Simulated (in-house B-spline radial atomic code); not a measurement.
## RPA and G0W0 on Hartree-Fock: the carbon ion C³⁺

Configuration [He] 2s1, highest spin, mean-field start Hartree-Fock. Computed with an all-electron radial atomic-structure program (B-spline basis): all electrons, non-relativistic, point nucleus, each spin shell either full or empty, empty states to l = 9 with an (l + 1/2)⁻⁴ tail; G0W0 by contour deformation at full frequency.

RPA overbinds a lone outer s electron by self-correlation, and G0W0 tends to as well.

Command:
```bash
python run_gw.py task.json out
```
Settings (radii: box in bohr, nucleus in fm):
```
Z                        6
electrons                3
configuration            [He] 2s1
hamiltonian              nr
method                   hf
lmax                     9
spin_polarised           True
box_radius               14.14
intervals                44
ion_configuration        1s2
```

Cost of the run: 1.3 s on 1 thread of Arm Neoverse N1 (shared host).

Energies (hartree):

| term | value |
| --- | --- |
| mean-field total | -34.72619 |
| Hartree-Fock functional on these orbitals | -34.72619 |
| direct second order | -0.11739 |
| second-order exchange | 0.070117 |
| SOSEX correction | 0.06526 |

Task: What is the RPA correlation energy, and what remains with SOSEX?

Result: RPA gives -0.11046 hartree (-1 eV per electron); RPA + SOSEX gives -0.0452, and the second-order doubles (MP2) -0.047272 hartree. SOSEX takes back 59 % of the RPA value.

Quasi-particle levels (eV):

```json
{"level": "2s up", "occupied": "yes", "mean field": "-64.36", "Σx - vxc": "0.00", "Σc": "?", "QP weight": "?", "G0W0": "?"}
{"level": "1s down", "occupied": "yes", "mean field": "-365.63", "Σx - vxc": "0.00", "Σc": "1.68", "QP weight": "0.973", "G0W0": "-363.95"}
{"level": "1s up", "occupied": "yes", "mean field": "-367.99", "Σx - vxc": "0.00", "Σc": "2.14", "QP weight": "0.963", "G0W0": "-365.86"}
{"level": "2s down", "occupied": "no", "mean field": "-45.50", "Σx - vxc": "0.00", "Σc": "-1.68", "QP weight": "0.969", "G0W0": "-47.17"}
```

G0W0 = mean field + (Σx - vxc) + Σc, with Σc (partial-wave tail included) taken at the quasi-particle energy.

Task: Where does G0W0 put 2s up?

Result: At -65.39 eV, with Σc = -1.03 eV and a quasi-particle weight of 0.979. The tabulated removal energy is 64.494 eV (NIST, measured).

Task: What does it cost to remove one electron (to 1s2) by differences of total energies, each species on its own start (correlation terms add to the Hartree-Fock functional)?

Result: Hartree-Fock functional 64.35 eV, + RPA 65.10 eV, + RPA + SOSEX 64.45 eV, + second order 64.46 eV. Tabulated: 64.494 eV (NIST, measured).
